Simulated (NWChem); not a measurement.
# C$_{2}$H$_{4}$F$_{2}$Si; SMILES C=C[SiH](F)F

```xyz
9

Si    -0.0234     0.5078    -0.4005
F      1.4928     0.4879     0.1625
F     -0.8437     1.5830     0.4847
C     -0.7287    -1.1823    -0.1814
C     -0.0010    -2.1794     0.3369
H     -0.0007     1.0191    -1.7898
H     -1.7646    -1.3819    -0.4839
H      1.0366    -2.0260     0.6527
H     -0.4078    -3.1879     0.4708
```
Atoms are numbered in this order, from 1.

Program: NWChem. Coordinates come from a PBE0/def2-SVP optimisation. Vertical excitations in the gas phase.

Question: What does the run give for PBE/def2-SVP, TDA? Quantities: lowest excitation, singlet (eV); oscillator strength of that lowest state; lowest state with f > 0.02, singlet (eV); oscillator strength of that bright state; orbital gap (eV).

Answer: 
- lowest excitation, singlet (eV): 6.09
- oscillator strength of that lowest state: 0.010
- lowest state with f > 0.02, singlet (eV): 7.31
- oscillator strength of that bright state: 0.037
- orbital gap (eV): 5.46
